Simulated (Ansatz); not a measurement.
A nudged elastic band was laid between two geometries of AsH₂O (4 atoms, charge -1, multiplicity 1).

Method: RKS PBE-D4/def2-TZVP in Ansatz 0.2.0.

```json
{
  "movable images": "9",
  "climbing image": "yes",
  "spring": "5.0 eV/Å²",
  "optimiser": "quadratic models (default)",
  "start path": "IDPP",
  "force threshold": "0.03 eV/Å",
  "iteration limit": "60",
  "end points": "relaxed"
}
```

Initial state:

```xyz
4
Properties=species:S:1:pos:R:3
O -1.266 0.221 0.960
As 0.315 -0.190 0.464
H 0.144 -1.048 -0.911
H 0.806 1.018 -0.513
```

Final state:

```xyz
4
Properties=species:S:1:pos:R:3
O -0.802 -0.010 1.389
As -0.482 0.207 -0.274
H 0.311 -1.131 -0.757
H 0.973 0.935 -0.358
```

(1) What changes between the two ends?

(2) What energy profile does the band end with?

(3) What is the geometry of the highest image?

(4) What are the harmonic wavenumbers there?

Answers

(1) No bond is made or broken. The height of As2 over the plane of its neighbours goes from 0.78 to -0.78 Å. The two ends are copies of one structure, up to a mirror image or an exchange of like atoms.

(2) The run converged. The highest image is number 5 of 0 to 10, 2.13 eV above the ends, which have the same energy within 2 meV. A vibrational analysis at the climbing image gives one clearly imaginary mode, 1222i cm⁻¹: a first-order saddle point. Limits of this set-up: an anion without diffuse functions, the dipole of an ion depends on the origin.

| image | path coordinate (Å) | energy (eV) | height of As2 over the plane of its neighbours (Å) |
| --- | --- | --- | --- |
| 0 | 0.00 | 0.00 | 0.78 |
| 1 | 0.16 | 0.09 | 0.68 |
| 2 | 0.31 | 0.42 | 0.53 |
| 3 | 0.46 | 1.06 | 0.35 |
| 4 | 0.62 | 1.79 | 0.18 |
| 5 | 0.77 | 2.13 | 0.00 |
| 6 | 0.93 | 1.79 | -0.18 |
| 7 | 1.08 | 1.06 | -0.35 |
| 8 | 1.24 | 0.42 | -0.53 |
| 9 | 1.39 | 0.09 | -0.68 |
| 10 | 1.55 | 0.00 | -0.78 |

(3) 
```xyz
4
Properties=species:S:1:pos:R:3:forces:R:3
O -1.138 0.113 1.308 0.00 0.00 0.00
As -0.002 0.000 0.003 0.00 0.00 0.00
H 0.200 -1.211 -0.878 0.00 0.00 0.00
H 0.940 1.099 -0.433 0.00 0.00 0.00
```

(4) 1222i, 538, 747, 949, 2162, 2184 cm⁻¹.

The run took 84 s on 1 CPU thread of a shared host.
